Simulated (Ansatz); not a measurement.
**Relaxing a trial structure of GeH2OSi+**

The starting geometry of this gas-phase doublet was optimised with GFN2-xTB.

```xyz
5

Ge   -1.4222   -0.6882   -1.2618
O    -1.2506    0.6969    2.3962
Si   -1.3036    0.1593    0.9380
H    -1.2083    1.0538    3.2874
H     0.1394   -0.2648   -1.1830
```

**Question.** Predict what becomes of its bonds when it is optimised with B3LYP/6-31G*.

**Answer.** A new bond forms, giving a structure with H5 bridging Si3 and Ge1, given below by its coordinates. Distances that change by over a tenth: Ge1–H5 (1.62 → 1.85 Å). Contacts that close: Si3–H5 (2.60 → 1.70 Å).

The energy falls by 0.28 eV over 25 steps:

| step | E − E(last) (eV) |
| --- | --- |
| 1 | 0.281 |
| 4 | 0.235 |
| 6 | 0.209 |
| 9 | 0.077 |
| 12 | 0.044 |
| 14 | 0.037 |
| 17 | 0.016 |
| 20 | 0.001 |
| 22 | 0.000 |
| 25 | 0.000 |

Final geometry (Å):

```xyz
5

Ge   -1.4555   -0.7008   -1.4135
O    -0.7809    0.6982    2.1221
Si   -1.4527    0.1129    0.7818
H    -1.2235    0.9471    2.9530
H    -0.1326   -0.1004   -0.2666
```

Frequencies at the end are all real (lowest 53 cm⁻¹). Open shells are spin-unrestricted. Run with Ansatz 0.2.0, 66 s on 1 thread of Intel(R) Xeon(R) 6975P-C (Granite Rapids), on a shared host.
